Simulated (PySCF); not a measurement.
PySCF job for B₃H₅N₃, SMILES B1NB[N]BN1, multiplicity 2, PBE0-D3(BJ)/def2-SVP. Coordinates come from a PBE0-D3(BJ)/def2-SVP optimisation. The isomer is the one that the SMILES or the coordinates give; other isomers of the formula were not compared.

```python
import numpy as np
from pyscf import gto, scf, dft, df
from pyscf.hessian import thermo

mol = gto.M(
    atom='''
    B     0.00000000   -1.28328871   -0.80732618
    N     0.00000000   -0.00000002   -1.36650098
    B     0.00000000    1.28328870   -0.80732620
    N     0.00000000    1.22944236    0.63120815
    B     0.00000000    0.00000002    1.36152340
    N     0.00000000   -1.22944235    0.63120817
    H     0.00000000   -2.31480747   -1.43316617
    H     0.00000000    2.31480744   -1.43316622
    H     0.00000000    2.10195961    1.14499356
    H     0.00000000    0.00000002    2.57058278
    H     0.00000000   -2.10195957    1.14499360
    ''',
    basis='def2-SVP',
    charge=0,
    spin=1,
    max_memory=1600,
    verbose=3,
)
mf = dft.UKS(mol, xc='pbe0').density_fit(auxbasis='def2-universal-jkfit')
mf.disp = 'd3bj'
mf.grids.level = 3
mf.conv_tol = 1e-11
mf.max_cycle = 100
mf.kernel()
fine, coarse = mf.grids, dft.Grids(mol).set(level=1).build(with_non0tab=True)
for _ in range(3):  # follow internal instabilities
    mf.grids = coarse
    mo, _, stable, _ = mf.stability(return_status=True, nroots=4)
    mf.grids = fine
    if stable:
        break
    mf.kernel(mf.make_rdm1(mo, mf.mo_occ))

# [left out here: the lines that compute and print the analytic Hessian (its translational invariance restored by hand, since the grid's response is missing), thermochemistry and intensities]
```

Log of the run:

```
[...]
Mode                                 6                   7                   8
Irrep
Freq [cm^-1]                      675.8750            838.3292            878.3475
Reduced mass [au]                   1.1560              8.3344              1.5379
Force const [Dyne/A]                0.3111              3.4511              0.6990
Char temp [K]                     972.4337           1206.1690           1263.7466
Normal mode                   x     y     z       x     y     z       x     y     z
       0   B                -0.04 -0.00  0.00    0.00  0.01  0.03   -0.12  0.00  0.00
       1   N                 0.04 -0.00  0.00   -0.00  0.00 -0.15    0.05 -0.00 -0.00
       2   B                -0.04 -0.00  0.00    0.00 -0.01  0.03   -0.12 -0.00  0.00
       3   N                -0.01  0.00  0.00   -0.00  0.12  0.07    0.03  0.00  0.00
       4   B                -0.09  0.00 -0.00   -0.00 -0.00 -0.07    0.04 -0.00 -0.00
       5   N                -0.01  0.00 -0.00   -0.00 -0.12  0.07    0.03 -0.00 -0.00
       6   H                 0.09  0.00 -0.00   -0.00 -0.00  0.05    0.53 -0.00  0.00
       7   H                 0.09 -0.00 -0.00   -0.00  0.00  0.05    0.53  0.00  0.00
       8   H                 0.64  0.00  0.00   -0.00  0.11  0.10   -0.12 -0.00  0.00
       9   H                 0.11 -0.00 -0.00   -0.00  0.00 -0.06   -0.17 -0.00 -0.00
      10   H                 0.64  0.00 -0.00    0.00 -0.11  0.10   -0.12  0.00  0.00
Mode                                 9                  10                  11
Irrep
Freq [cm^-1]                      894.0640            895.2620            924.0049
Reduced mass [au]                   1.4725              1.4776              1.5309
Force const [Dyne/A]                0.6935              0.6977              0.7701
Char temp [K]                    1286.3591           1288.0827           1329.4373
Normal mode                   x     y     z       x     y     z       x     y     z
       0   B                -0.12 -0.00  0.00   -0.00  0.06 -0.05    0.02 -0.00 -0.00
       1   N                 0.00 -0.00 -0.00    0.00 -0.00  0.02   -0.01  0.00  0.00
       2   B                 0.12  0.00  0.00    0.00 -0.06 -0.05    0.02  0.00 -0.00
       3   N                -0.04 -0.00 -0.00   -0.00  0.05  0.02   -0.05 -0.00 -0.00
       4   B                 0.00 -0.00 -0.00    0.00 -0.00  0.11    0.16  0.00  0.00
       5   N                 0.04  0.00 -0.00    0.00 -0.05  0.02   -0.05  0.00  0.00
       6   H                 0.54 -0.00  0.00    0.00  0.31 -0.45   -0.06 -0.00  0.00
       7   H                -0.54  0.00  0.00   -0.00 -0.31 -0.45   -0.06  0.00  0.00
       8   H                 0.17 -0.00  0.00    0.00  0.12 -0.09    0.19 -0.00 -0.00
       9   H                -0.00 -0.00 -0.00   -0.00 -0.00  0.12   -0.74  0.00  0.00
      10   H                -0.17  0.00  0.00   -0.00 -0.12 -0.09    0.19  0.00  0.00
Mode                                12                  13                  14
Irrep
Freq [cm^-1]                      931.3183            952.8095           1020.2281
Reduced mass [au]                   1.3264              4.9347              1.0855
Force const [Dyne/A]                0.6779              2.6395              0.6657
Char temp [K]                    1339.9597           1370.8808           1467.8811
Normal mode                   x     y     z       x     y     z       x     y     z
       0   B                -0.00 -0.04 -0.07   -0.00 -0.14 -0.08   -0.00  0.00 -0.04
       1   N                 0.00 -0.01 -0.00    0.00  0.00 -0.03    0.00  0.03  0.00
       2   B                 0.00 -0.04  0.07   -0.00  0.14 -0.08    0.00  0.00  0.04
       3   N                -0.00 -0.03 -0.04    0.00  0.03  0.01   -0.00 -0.03  0.01
       4   B                -0.00  0.07  0.00   -0.00 -0.00  0.15    0.00  0.02 -0.00
       5   N                 0.00 -0.03  0.04    0.00 -0.03  0.01    0.00 -0.03 -0.01
       6   H                 0.00  0.19 -0.46    0.00 -0.21  0.01    0.00 -0.19  0.28
       7   H                -0.00  0.19  0.46    0.00  0.21  0.01   -0.00 -0.19 -0.28
       8   H                 0.00  0.03 -0.15   -0.00  0.05 -0.00    0.00 -0.15  0.23
       9   H                 0.00  0.44  0.00    0.00 -0.00  0.16   -0.00  0.73 -0.00
      10   H                -0.00  0.03  0.15   -0.00 -0.05 -0.00   -0.00 -0.15 -0.23
Mode                                15                  16                  17
Irrep
Freq [cm^-1]                     1049.3302           1151.6439           1283.6294
Reduced mass [au]                   1.3670              1.8351              3.5101
Force const [Dyne/A]                0.8868              1.4340              3.4076
Char temp [K]                    1509.7525           1656.9591           1846.8569
Normal mode                   x     y     z       x     y     z       x     y     z
       0   B                -0.00 -0.05 -0.02    0.00  0.01  0.11    0.00 -0.05  0.09
       1   N                 0.00  0.00 -0.05   -0.00 -0.08 -0.00    0.00  0.10  0.00
       2   B                 0.00  0.05 -0.02   -0.00  0.01 -0.11   -0.00 -0.05 -0.09
       3   N                -0.00 -0.06  0.05    0.00  0.02  0.06    0.00 -0.06  0.10
       4   B                 0.00 -0.00 -0.05    0.00  0.03 -0.00    0.00  0.07  0.00
       5   N                 0.00  0.06  0.05   -0.00  0.02 -0.06   -0.00 -0.06 -0.10
       6   H                 0.00  0.11 -0.29   -0.00  0.21 -0.22   -0.00 -0.02  0.04
       7   H                -0.00 -0.11 -0.29    0.00  0.21  0.22    0.00 -0.02 -0.04
       8   H                 0.00 -0.28  0.42    0.00 -0.15  0.36    0.00  0.16 -0.27
       9   H                -0.00  0.00 -0.05    0.00  0.14 -0.00    0.00  0.14  0.00
      10   H                 0.00  0.28  0.42   -0.00 -0.15 -0.36    0.00  0.16  0.27
Mode                                18                  19                  20
Irrep
Freq [cm^-1]                     1329.9882           1331.7923           1429.2947
Reduced mass [au]                   2.7797              2.3735              2.9274
Force const [Dyne/A]                2.8970              2.4803              3.5235
Char temp [K]                    1913.5569           1916.1525           2056.4368
Normal mode                   x     y     z       x     y     z       x     y     z
       0   B                 0.00 -0.10  0.13   -0.00 -0.06 -0.01   -0.00 -0.02 -0.07
       1   N                -0.00  0.00 -0.06    0.00  0.09  0.00    0.00  0.00  0.01
       2   B                 0.00  0.10  0.13    0.00 -0.06  0.01   -0.00  0.02 -0.07
       3   N                 0.00 -0.03 -0.03   -0.00 -0.04 -0.04   -0.00 -0.06  0.12
       4   B                 0.00  0.00 -0.01    0.00  0.18  0.00   -0.00  0.00 -0.11
       5   N                -0.00  0.03 -0.03    0.00 -0.04  0.04    0.00  0.06  0.12
       6   H                -0.00  0.12 -0.24    0.00 -0.07 -0.02    0.00 -0.04 -0.05
       7   H                -0.00 -0.12 -0.24   -0.00 -0.07  0.02    0.00  0.04 -0.05
       8   H                 0.00  0.11 -0.26   -0.00 -0.21  0.25   -0.00  0.19 -0.31
       9   H                 0.00 -0.00 -0.02   -0.00 -0.38  0.00   -0.00 -0.00 -0.13
      10   H                -0.00 -0.11 -0.26   -0.00 -0.21 -0.25   -0.00 -0.19 -0.31
Mode                                21                  22                  23
Irrep
Freq [cm^-1]                     1503.0367           2619.0543           2632.2404
Reduced mass [au]                   6.7481              1.1032              1.1002
Force const [Dyne/A]                8.9820              4.4585              4.4912
Char temp [K]                    2162.5351           3768.2360           3787.2079
Normal mode                   x     y     z       x     y     z       x     y     z
       0   B                -0.00 -0.10  0.04   -0.00 -0.01 -0.01    0.00  0.06  0.03
       1   N                 0.00  0.14  0.00    0.00  0.00 -0.00   -0.00 -0.00  0.00
       2   B                -0.00 -0.10 -0.04    0.00  0.01 -0.01   -0.00  0.06 -0.03
       3   N                -0.00  0.07 -0.04   -0.00 -0.00  0.00    0.00  0.00  0.00
       4   B                -0.00 -0.15  0.00   -0.00  0.00 -0.09    0.00 -0.00 -0.00
       5   N                 0.00  0.07  0.04    0.00  0.00  0.00   -0.00  0.00 -0.00
       6   H                 0.00 -0.02 -0.12    0.00  0.12  0.07    0.00 -0.58 -0.34
       7   H                -0.00 -0.02  0.12    0.00 -0.12  0.07    0.00 -0.58  0.34
       8   H                -0.00 -0.02  0.12   -0.00  0.00 -0.01    0.00  0.01 -0.00
       9   H                -0.00  0.12  0.00    0.00 -0.00  0.93    0.00  0.00  0.00
      10   H                 0.00 -0.02 -0.12    0.00 -0.00 -0.01   -0.00  0.01  0.00
Mode                                24                  25                  26
Irrep
Freq [cm^-1]                     2639.0417           3666.4922           3668.0284
Reduced mass [au]                   1.1047              1.0771              1.0763
Force const [Dyne/A]                4.5331              8.5313              8.5321
Char temp [K]                    3796.9934           5275.2660           5277.4762
Normal mode                   x     y     z       x     y     z       x     y     z
       0   B                -0.00 -0.06 -0.03   -0.00 -0.00 -0.00   -0.00 -0.00 -0.00
       1   N                 0.00 -0.00 -0.00    0.00 -0.00 -0.00   -0.00  0.00 -0.00
       2   B                -0.00  0.06 -0.03   -0.00  0.00 -0.00    0.00 -0.00  0.00
       3   N                -0.00  0.00  0.00   -0.00  0.04  0.02   -0.00 -0.04 -0.03
       4   B                -0.00 -0.00  0.02   -0.00 -0.00  0.00    0.00  0.00  0.00
       5   N                 0.00 -0.00  0.00    0.00 -0.04  0.02    0.00 -0.04  0.03
       6   H                -0.00  0.56  0.34    0.00  0.00  0.00   -0.00  0.00  0.00
       7   H                 0.00 -0.56  0.34   -0.00 -0.00  0.00    0.00  0.00 -0.00
       8   H                -0.00  0.01  0.00   -0.00 -0.59 -0.34   -0.00  0.59  0.34
       9   H                -0.00  0.00 -0.20   -0.00 -0.00 -0.00    0.00  0.00 -0.00
      10   H                 0.00 -0.01  0.00    0.00  0.59 -0.34    0.00  0.59 -0.34
temperature 298.1500 [K]
pressure 101325.00 [Pa]
Rotational constants [GHz] 5.95741 5.17499 2.76935
Symmetry number 2
Zero-point energy (ZPE) 0.07943 [Eh]   208551.205 [J/mol]
                           tot       elec      trans        rot        vib
Entropy [J/mol/K]       304.130      5.763    163.317    101.911     33.138
Cv [J/mol/K]             84.714      0.000     12.472     12.472     59.770
Cp [J/mol/K]             93.028      0.000     20.786     12.472     59.770
Internal energy [J/mol]                      3718.434   3718.434 215153.279
Internal energy [Eh]   -241.42404  -241.50882
Enthalpy [J/mol]                             6197.391   3718.434 215153.279
Enthalpy [Eh]          -241.42309
Gibbs free energy [J/mol]                  -42495.720 -26666.471 205273.193
Gibbs free energy [Eh] -241.45763
mode   freq/cm-1   IR/(km/mol)
   1      190.69         7.483
   2      304.34         0.000
   3      380.81         9.203
   4      490.97         0.231
   5      522.68         0.800
   6      663.75         0.000
   7      675.88        50.425
   8      838.33         1.765
   9      878.35        54.304
  10      894.06         0.000
  11      895.26         0.408
  12      924.00        76.131
  13      931.32         0.055
  14      952.81         0.523
  15     1020.23         1.697
  16     1049.33         0.738
  17     1151.64         0.137
  18     1283.63        10.932
  19     1329.99        73.339
  20     1331.79         2.009
  21     1429.29       265.452
  22     1503.04       322.891
  23     2619.05       220.072
  24     2632.24       156.283
  25     2639.04        35.444
  26     3666.49        28.838
  27     3668.03        76.680
max |gradient| / (hartree/bohr): 2.1937798985098572e-05
APT charges: [ 0.6944 -0.5841  0.6944 -0.757   0.7678 -0.757  -0.1416 -0.1416  0.2025
 -0.1803  0.2025]
```

The run converged.
